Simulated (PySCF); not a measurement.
C₃H₆ClIn, SMILES C=[CH][In]([CH3])[Cl].

The structure is a stationary point at B3LYP-D3(BJ)/def2-SVP. The structure was generated by enumeration; whether it is a known compound was not checked. The def2 effective core potentials stand for the cores of In; spin–orbit coupling is left out. The values are those of a single conformer.

Level of theory: TDDFT-PBE0/def2-SVPD (PySCF).

Vertical excitations. The molecule is in vacuum. State labels are in the subgroup Cs.

| state | symmetry | energy (eV) | λ (nm) | f | main pairs |
|---|---|---|---|---|---|
| S1 | A" | 4.71 | 263 | 0.000 | HOMO→LUMO 98 % |
| S2 | A" | 5.64 | 220 | 0.001 | HOMO−3→LUMO 95 % |
| S3 | A' | 5.68 | 218 | 0.066 | HOMO−1→LUMO 82 % |
| S4 | A" | 5.80 | 214 | 0.003 | HOMO−4→LUMO 98 % |
| S5 | A' | 5.93 | 209 | 0.063 | HOMO→LUMO+1 57 %, HOMO−2→LUMO 32 % |
| S6 | A' | 6.05 | 205 | 0.220 | HOMO−2→LUMO 52 %, HOMO→LUMO+1 28 %, HOMO−1→LUMO 10 % |
| S7 | A" | 6.20 | 200 | 0.001 | HOMO−1→LUMO+1 93 % |
| S8 | A" | 6.44 | 192 | 0.023 | HOMO→LUMO+2 47 %, HOMO−2→LUMO+1 42 % |
| S9 | A" | 6.48 | 191 | 0.023 | HOMO−2→LUMO+1 52 %, HOMO→LUMO+2 38 % |
| S10 | A' | 6.62 | 187 | 0.137 | HOMO−3→LUMO+1 60 %, HOMO→LUMO+3 22 % |
| T1 | A' | 4.05 | 306 | 0 | HOMO−1→LUMO 45 %, HOMO−2→LUMO 26 %, HOMO−1→LUMO+2 15 %, HOMO−2→LUMO+2 11 % |
| T2 | A" | 4.42 | 281 | 0 | HOMO→LUMO 90 % |
| T3 | A' | 5.03 | 247 | 0 | HOMO→LUMO+1 87 % |
| T4 | A' | 5.36 | 231 | 0 | HOMO−2→LUMO 56 %, HOMO−1→LUMO 40 % |
Triplets are in the Tamm–Dancoff approximation, which puts them higher than full response would, so one can lie above its singlet here.
